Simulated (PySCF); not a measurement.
C₃H₉FO₂Si.
Geometry (PBE0-D3(BJ)/def2-SVP, Å), atoms numbered from 1 in this order:
```
atom  x, y, z in Å
C1    -1.713   -1.276   -0.149
C2    -0.512   -0.384   -0.389
C3    -0.893    1.079   -0.309
F4     0.194    1.868   -0.656
O5     0.476   -0.688    0.561
Si6    2.067   -0.174    0.537
O7     2.275    1.348    1.153
H8    -2.488   -1.125   -0.915
H9    -1.396   -2.328   -0.175
H10   -2.147   -1.080    0.843
H11   -0.120   -0.562   -1.412
H12   -1.714    1.313   -1.006
H13   -1.192    1.339    0.719
H14    2.533   -0.267   -0.881
H15    2.801   -1.087    1.442
H16    1.810    2.025    0.647
```

Computed with core-valence-separated Tamm–Dancoff BHandHLYP/aug-pcX-1 (pcseg-1 on H, def2-SVPD on Si) in PySCF, non-relativistic, gas phase, PBE0-D3(BJ)/def2-SVP geometry. No empirical shift is added; at this level the pattern usually sits a few eV under experiment.

(1) Give energies, oscillator strengths and core holes at the O K edge.

(2) What does the C 1s absorption edge look like?

(3) Give energies, oscillator strengths and core holes at the F K edge.

Answers

(1) 
```json
{"E (eV)": "532.38", "f": "0.0115", "core hole on": "O7", "main final orbital": "LUMO+1 (36 %)"}
{"E (eV)": "533.41", "f": "0.0113", "core hole on": "O5", "main final orbital": "LUMO+5 (31 %)"}
{"E (eV)": "533.49", "f": "0.0077", "core hole on": "O5", "main final orbital": "spread"}
{"E (eV)": "533.60", "f": "0.0164", "core hole on": "O7", "main final orbital": "LUMO+5 (35 %)"}
{"E (eV)": "533.96", "f": "0.0253", "core hole on": "O7", "main final orbital": "spread"}
{"E (eV)": "533.98", "f": "0.0112", "core hole on": "O5", "main final orbital": "LUMO (38 %)"}
{"E (eV)": "534.45", "f": "0.0040", "core hole on": "O5", "main final orbital": "LUMO+2 (83 %)"}
{"E (eV)": "534.50", "f": "0.0065", "core hole on": "O7", "main final orbital": "spread"}
{"E (eV)": "534.58", "f": "0.0162", "core hole on": "O5", "main final orbital": "spread"}
{"E (eV)": "534.67", "f": "0.0027", "core hole on": "O7", "main final orbital": "spread"}
{"E (eV)": "534.75", "f": "0.0043", "core hole on": "O7", "main final orbital": "LUMO (55 %)"}
```

The first line with a tenth or more of the strongest one's intensity is at 532.38 eV (f = 0.012), with the hole on O7 (silanol oxygen). The strongest listed is at 533.96 eV (f = 0.025; O7).

(2) 
```tsv
E (eV)	f	core hole on	main final orbital
285.49	0.0099	C1	LUMO (84 %)
286.19	0.0262	C1	LUMO+2 (49 %)
286.31	0.0283	C1	spread
286.67	0.0628	C3	spread
286.96	0.0065	C1	LUMO+4 (39 %)
287.31	0.0055	C1	LUMO+1 (42 %)
287.37	0.0346	C2	LUMO+2 (39 %)
287.51	0.0056	C1	LUMO+3 (35 %)
287.85	0.0017	C1	LUMO+5 (30 %)
287.86	0.0196	C3	LUMO (45 %)
287.98	0.0328	C2	spread
287.99	0.0045	C1	LUMO+8 (33 %)
288.21	0.0009	C1	LUMO+9 (36 %)
288.25	0.0334	C3	LUMO+2 (33 %)
288.44	0.0008	C1	spread
```

The first line with a tenth or more of the strongest one's intensity is at 285.49 eV (f = 0.010), with the hole on C1 (methyl carbon). The strongest listed is at 286.67 eV (f = 0.063; C3).

(3) 
```
E (eV)       f  core hole on  main final orbital
685.53  0.0273            F4              spread
686.85  0.0109            F4       LUMO+1 (56 %)
687.53  0.0024            F4       LUMO+2 (54 %)
687.79  0.0053            F4       LUMO+3 (38 %)
688.24  0.0038            F4         LUMO (36 %)
688.56  0.0045            F4       LUMO+6 (34 %)
688.62  0.0012            F4       LUMO+4 (70 %)
```

The first line with a tenth or more of the strongest one's intensity is at 685.53 eV (f = 0.027), with the hole on F4 (alkyl fluorine). It is also the strongest listed.

Roots within 0.03 eV whose holes lie on the same, on equivalent or on shared atoms are summed into one line, and the highest roots are left out, as the search may have cut off their partners. Final orbitals are the ground state's empty Kohn–Sham orbitals.

**Question.** What are the wavelength and the wavenumber of the 534.58 eV line?

**Answer.** λ = 12398.42 eV Å/534.58 eV = 23.193 Å; 4.3117 × 10⁶ cm⁻¹.

Only the lowest roots of each edge were sought.

One conformer stands for the species.
